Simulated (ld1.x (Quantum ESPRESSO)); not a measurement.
# tellurium: variants of one TM potential

Base potential:

- Element: Te (Z = 52)
- Generator: ld1.x (Quantum ESPRESSO) 7.5
- Type: norm-conserving Troullier–Martins (Kleinman–Bylander form)
- Functional: PBEsol
- Relativity: scalar-relativistic
- Frozen core: [Kr]
- Valence charge: 16
- Reference configuration: 4d10 5s2 5p4
- Partial waves: 5s (bound): rc 1.50 bohr; 5p (bound): rc 2.25 bohr; 4d (bound): rc 1.05 bohr
- Local potential: all-electron potential smoothed inside 1.85 bohr (lloc = -1)
- Core correction: a·sin(br)/r model core, default radius (core density twice the valence density)

Cutoffs, loose and tight: the cutoffs (Ry, on a coarse ladder) from which the occupation-weighted sum of valence levels, in a spherical-Bessel basis at the reference potential, stays within 10 and 1 mRy of its value at 400 Ry. They do not see the model core or the augmentation charge, which bear on the density cutoff. Test errors are all-electron minus pseudo excitation energies from the reference, over the configurations 4d10 5s2 5p3; 4d10 5s2 5p2; 4d10 5s2 5p1; 4d10 5s2 5p3.5; 4d10 5s1 5p4; 4d10 5s1 5p5; 4d10 5s2 5p4.3. A dash means not determined; rows that change the core or the reference have their own tests.

A true bound ghost makes a file unfit for plane-wave use even where its test errors are small: the radial tests pick states by their node count and pass the ghost by.

The default core radius of the base comes out at 0.58 bohr.

```csv
change,outcome,"cutoff, loose","cutoff, tight",bound ghosts,largest test error (meV)
base,generated,120 Ry,200 Ry,s,+71
wave 5s (bound): rc 1.50 bohr becomes 5s (bound): rc 1.60 bohr,generated,120 Ry,200 Ry,s,+61
functional LDA (PZ),generated,120 Ry,200 Ry,s,+92
local potential the p channel,generated,120 Ry,200 Ry,none,+15
core correction none,generated,120 Ry,200 Ry,s,+69
"all radii but the core radius scaled by about 1.11 (s 1.66, p 2.50, d 1.16 bohr); local potential all-electron potential smoothed inside 2.06 bohr (lloc = -1)",generated,110 Ry,200 Ry,none,+19
wave 5s (bound): rc 1.50 bohr becomes 5s (bound): rc 1.14 bohr,generated,230 Ry,over 300 Ry,s,-37
type TM semilocal; local potential the p channel,generated,120 Ry,200 Ry,none,+9.0
```

Q: What comes out with this change to the base: wave 4d (bound): rc 1.05 bohr becomes 4d (bound): rc 1.24 bohr?

A: outcome: generated; cutoff, loose: 110 Ry; cutoff, tight: 180 Ry; bound ghosts: s; largest test error (meV): +71.

Q: What comes out with this change to the base: local potential all-electron potential smoothed inside 1.58 bohr (lloc = -1)?

A: outcome: generated; cutoff, loose: 120 Ry; cutoff, tight: 200 Ry; bound ghosts: s; largest test error (meV): +20.

Q: What comes out with this change to the base: wave 5p (bound): rc 2.25 bohr becomes 5p (bound): rc 3.02 bohr?

A: outcome: generated; cutoff, loose: 120 Ry; cutoff, tight: 200 Ry; bound ghosts: s; largest test error (meV): +33.
